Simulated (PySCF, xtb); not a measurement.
BeH4OSSi, SMILES [SiH3][O][Be][SH].

xtb 6.7.1 with GFN2-xTB at its own geometry gives an orbital gap of 4.77 eV and a dipole moment of 3.13 D.

The structure is a stationary point at PBE-D3(BJ)/def2-SVP. One conformer was computed; it need not be the lowest.

### Question
What does PySCF with PBE0/def2-TZVPD give? (The exact figures need the calculation; the answer reports its results.)

### Answer
gap 6.90 eV (levels -7.61 and -0.71 eV), dipole 1.05 D.
